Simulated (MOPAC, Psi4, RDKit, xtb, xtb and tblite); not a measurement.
Two geometries of SMILES OB(CCC=O)O (C₃H₇BO₃), relaxed at GFN2-xTB with one dihedral held; other torsions can differ between them too.

Structure A

```
14

O     -1.9938    -1.1022     1.0441
C     -2.1501    -0.3925     0.0857
C     -1.1174     0.0924    -0.8767
C      0.3155    -0.4407    -0.7417
B      0.5684    -2.0184    -0.5098
O      0.0449    -2.7687     0.4785
O      1.4535    -2.5991    -1.3557
H     -3.1599     0.0022    -0.1487
H     -1.5038    -0.1511    -1.8732
H     -1.1247     1.1861    -0.8128
H      0.8692    -0.1269    -1.6255
H      0.7822     0.0668     0.1088
H     -0.6121    -2.3276     1.0304
H      1.6272    -3.5204    -1.1569
```

Structure B

```
14

O     -2.0453    -0.9440     1.1460
C     -2.1750    -0.3067     0.1343
C     -1.1333     0.0983    -0.8547
C      0.2852    -0.4918    -0.7788
B      0.5919    -1.9704    -0.2065
O      0.0857    -2.5413     0.9009
O      1.5463    -2.6474    -0.8934
H     -3.1748     0.0902    -0.1374
H     -1.5653    -0.1401    -1.8338
H     -1.0914     1.1923    -0.8133
H      0.7258    -0.4179    -1.7718
H      0.8859     0.1665    -0.1412
H     -0.6238    -2.0528     1.3373
H      1.7709    -3.4929    -0.5021
```

Question: Which is lower in energy at the level PBE0-D3(BJ)/def2-TZVP // GFN2-xTB run with Psi4, and by how much?

Answer: A is lower, by 6.40 kJ/mol (dihedral C2–C3–C4–B5: 45° in A, 30° in B).

E(B) − E(A) in kJ/mol at the other levels, on the same two geometries: GFN2-xTB (xtb and tblite) 7.29; PBE0/def2-TZVP // GFN2-xTB (Psi4) 6.20; PBE/def2-TZVP // GFN2-xTB (Psi4) 5.70; PBE-D3(BJ)/def2-TZVP // GFN2-xTB (Psi4) 5.94; UFF // GFN2-xTB (RDKit) 62.58; PM7, restricted, heats of formation // GFN2-xTB (MOPAC) 7.08; AM1, restricted, heats of formation // GFN2-xTB (MOPAC) 9.82; GFN1-xTB // GFN2-xTB (xtb) 7.10.
